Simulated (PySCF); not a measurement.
# What builds the third ionisation energy along the 5d series

Calculated with PySCF 2.14 from differences of total energies of unrestricted determinants, without spin-orbit coupling. Each column adds one step, in eV (sums use unrounded values): valence MP2, valence CCSD, valence triples, then the next inner shell at CCSD(T) (Hf 5s 5p, Ta 5s 5p, W 5s 5p, Re 5s 5p, Os 5s 5p, Ir 5s 5p, Pt 5s 5p, Au 5s 5p, Hg 5s 5p). References (NIST) marked * lie between the lowest fine-structure levels; the others compare directly ((s) semi-empirical, (t) theoretical).

```tsv
element	UHF	+ MP2	+ CCSD	+ (T)	+ inner shell	sum	reference
Hf [Xe] 4f14 5d2 → [Xe] 4f14 5d1 (def2-TZVPPD with the def2 core potential (60 electrons), ECP)	21.453	0.087	0.030	0.000	0.310	21.881	22.55 ± 0.04 (t) *
Ta [Xe] 4f14 5d3 → [Xe] 4f14 5d2 (def2-TZVPPD with the def2 core potential (60 electrons), ECP)	23.048	0.278	0.063	0.002	0.299	23.690	23.1 ± 1.6 (t) *
W [Xe] 4f14 5d4 → [Xe] 4f14 5d3 (def2-TZVPPD with the def2 core potential (60 electrons), ECP)	24.681	0.477	0.062	0.008	0.267	25.495	26 ± 0.4 (s) *
Re [Xe] 4f14 5d5 → [Xe] 4f14 5d4 (def2-TZVPPD with the def2 core potential (60 electrons), ECP)	27.202	0.576	0.040	0.012	0.146	27.976	27 ± 1.6 (t) *
Os [Xe] 4f14 5d6 → [Xe] 4f14 5d5 (def2-TZVPPD with the def2 core potential (60 electrons), ECP)	24.957	1.181	0.060	0.058	0.097	26.353	25 ± 1.6 (t) *
Ir [Xe] 4f14 5d7 → [Xe] 4f14 5d6 (def2-TZVPPD with the def2 core potential (60 electrons), ECP)	27.509	1.253	-0.027	0.059	-0.009	28.785	28 ± 1.6 (t) *
Pt [Xe] 4f14 5d8 → [Xe] 4f14 5d7 (def2-TZVPPD with the def2 core potential (60 electrons), ECP)	29.182	1.504	-0.123	0.070	-0.024	30.609	29 ± 1.6 (t) *
Au [Xe] 4f14 5d9 → [Xe] 4f14 5d8 (def2-TZVPPD with the def2 core potential (60 electrons), ECP)	30.900	1.728	-0.212	0.082	-0.048	32.451	30 ± 1.6 (t) *
Hg [Xe] 4f14 5d10 → [Xe] 4f14 5d9 (def2-TZVPPD with the def2 core potential (60 electrons), ECP)	33.609	1.789	-0.300	0.072	-0.149	35.022	34.49 ± 0.05 *
```

What remains against the references is mostly basis incompleteness and, for starred values, spin-orbit coupling.

These are valence bases, so the inner-shell step is incomplete.
